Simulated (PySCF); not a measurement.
## Two-component Hartree-Fock for Fe(2+) (iron, charge +2)

Start: [Ar] 3d6; 3d3/2 filled at m_j = -3/2, -1/2, +1/2, +3/2; 3d5/2 filled at m_j = +3/2, +5/2. Calculated with PySCF 2.14 in x2c-TZVPall-2c (6s7p4d1f, 54 functions): generalised Hartree-Fock with the X2C-1e Hamiltonian and a Gaussian nucleus; one run each with spin-orbit coupling (SO) switched off, then screened by Boettger's factors.

```
spinor shell  electrons  ε, spin-free (eV)  ε, screened SO (eV)  weight of nominal j (screened SO)  rms radius, screened SO (bohr)
       1s1/2          2            -7193.7              -7193.6                              1.000                          0.0675
       2s1/2          2            -900.78              -900.74                              1.000                           0.288
       2p1/2          2            -766.59              -775.55                              0.987                           0.259
       2p3/2          4            -766.59              -762.17                              0.994                           0.261
       3s1/2          2            -133.74              -133.73                              1.000                           0.872
       3p3/2          4            -93.339              -92.576                              0.830                           0.936
       3p1/2          2            -93.339              -94.864                              0.660                           0.932
       3d3/2          4            -35.670              -35.322                              0.660                            1.19
       3d5/2          2            -35.670              -36.364                              0.895                            1.18
```

| quantity | spin-free | screened SO |
| --- | --- | --- |
| E (hartree) | -1270.52462 | -1270.54640 |
| M_J | 4 | 4 |
| ⟨J²⟩ | 20.007 | 20.007 |
| ⟨L²⟩ | 6.003 | 6.009 |
| ⟨S²⟩ | 6.004 | 6.001 |

Each row is a mean over spinors that exchange with the open shell spreads, by up to 15.460 eV (3p3/2).

Rows whose weight is well below 1 are mixtures of j = l ± 1/2: exchange outweighs spin-orbit coupling there, and the label is only the starting occupation.

Without spin-orbit coupling the j labels of p, d and f shells carry no meaning; the spin-free column gives the mean over the occupied spinors of each nl shell.
